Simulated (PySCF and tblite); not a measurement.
Values are calculated unless marked as measured or tabulated.
C8H7ClO, numbered as in [OH:1][c:2]1[cH:3][c:4]([Cl:5])[cH:6][c:7]2[c:8]1[CH2:9][CH2:10]2. Conformers came from 60 starts (ETKDG and KDG, MMFF94s, GFN2-xTB); geometries are GFN2-xTB. Energies: PBE0-D3(BJ)/pcSseg-1, with GFN2-xTB thermal terms (modes under about 100 cm⁻¹ blended into free rotors). Symmetry numbers and mirror images are counted. Conformers within 2.5 kcal/mol (GFN2-xTB free energy) were kept, 2 at most. GIAO shieldings: PBE0/pcSseg-1. Shifts are against TMS (¹H), TMS (¹³C) at the same level. Programs: PySCF with density fitting and tblite.

Torsions listed: H1–O1–C2–C3. The 4-ring runs over atoms 7–8–9–10.

```tsv
conformer	shape	point group	mirror pair	ΔE(DFT)	Δ(G−E) at 350 K	δ H3 (ppm)
1	4-ring flat; 180°	Cs	no	0.00	0.00	7.05
2	4-ring flat; 0°	Cs	no	0.23	0.01	6.57
```

Energies in kcal/mol; the thermal term leaves out symmetry numbers and mirror images.

Work out the weights at 350 K and the ¹H shift of H3 under fast exchange.

RT = 0.696 kcal/mol. Each conformer gets RT ln(σ/g), with σ the rotational symmetry number and g = 2 for a mirror pair: 1: σ = 1, g = 1, G = 0.00 + 0.00 + 0.00 = 0.00, 0.00 above the lowest, exp(−ΔG/RT) = 1.000; 2: σ = 1, g = 1, G = 0.23 + 0.01 + 0.00 = 0.24, 0.24 above the lowest, exp(−ΔG/RT) = 0.706. The sum is 1.706, so the weights are 58.6, 41.4 %. The averaged shift is 6.85 ppm. At 298.15 K it is 6.86 ppm. At 298.15 K the leading conformer alone gives 7.05 ppm and bare DFT energies give 6.86 ppm.
